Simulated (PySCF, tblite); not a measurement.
Species: C5H7BF2O.
Numbering: `[CH3:1][CH2:2]/[C:3](=[CH:4]\[CH:5]=[O:6])[B:7]([F:8])[F:9]` (hydrogens: H10, H11, H12 on C1; H13, H14 on C2; H15 on C4; H16 on C5)

Geometry (GFN2-xTB, Å), atoms numbered from 1 in this order:
```
atom  x, y, z in Å
C1    -1.6410   -0.4176    1.0170
C2    -0.9287   -0.4658   -0.3391
C3     0.2454    0.4672   -0.3362
C4     1.5333    0.0572   -0.3075
C5     2.0282   -1.3218   -0.3315
O6     1.3785   -2.3358   -0.2792
B7    -0.0433    2.0097   -0.3595
F8     0.9142    2.9100   -0.2569
F9    -1.2465    2.5219   -0.5075
H10   -2.4999   -1.0827    1.0027
H11   -0.9671   -0.7386    1.8075
H12   -1.9844    0.5908    1.2368
H13   -0.6101   -1.4850   -0.5452
H14   -1.6298   -0.1390   -1.1105
H15    2.3113    0.8095   -0.2918
H16    3.1323   -1.3713   -0.4104
```

Jobs on this species (16 atoms, 68 electrons) with PySCF (density fitting) and tblite. Hardware of each: one thread of an Intel Xeon at 2.50 GHz, no GPU, shared host. Other jobs ran on the host; a repeat could differ by tens of per cent or more.

```csv
level and settings,work,basis functions,SCF cycles,wall time
GFN2-xTB,L-BFGS relaxation,–,–,?
PBE0/pcSseg-1,"shieldings, charges and field gradients",188,14,1.7 min
GFN2-xTB,Hessian by finite differences,–,–,1.4 s
```

Fill in the missing figures.

- GFN2-xTB; L-BFGS relaxation: 2.3 s

What do all jobs in the table cost together?

About 1.8 min; the longest takes about 96 % of that, and about 73 times as long as the shortest.
